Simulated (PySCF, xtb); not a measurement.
H12Si6, SMILES [SiH2]1[SiH2][SiH2][SiH2][SiH2][SiH2]1.

Harmonic wavenumbers (cm⁻¹) from xtb 6.7.1 with GFN2-xTB at its own minimum, in rising order: 55, 55, 87, 103, 103, 154, 310, 310, 325, 343, 343, 350, 385, 385, 419, 436, 474, 474, 492, 497, 530, 530, 534, 539, 539, 626, 626, 650, 650, 650, 831, 831, 837, 837, 837, 862, 2129, 2129, 2131, 2142, 2142, 2169, 2173, 2174, 2175, 2175, 2176, 2177.

What does PBE-D3(BJ)/def2-SVP in PySCF 2.14.0 give at its own minimum? (Estimate from the structure and the level; the computed values follow.)

57, 57, 101, 106, 106, 150, 318, 318, 342, 372, 372, 382, 382, 399, 447, 447, 470, 480, 500, 527, 587, 607, 607, 633, 633, 703, 703, 710, 710, 734, 863, 863, 865, 878, 878, 897, 2129, 2131, 2131, 2134, 2134, 2138, 2145, 2145, 2145, 2149, 2149, 2155. Paired by order, the mean absolute difference is 30 cm⁻¹ and the zero-point energies are 61.3 and 62.7 kcal/mol.
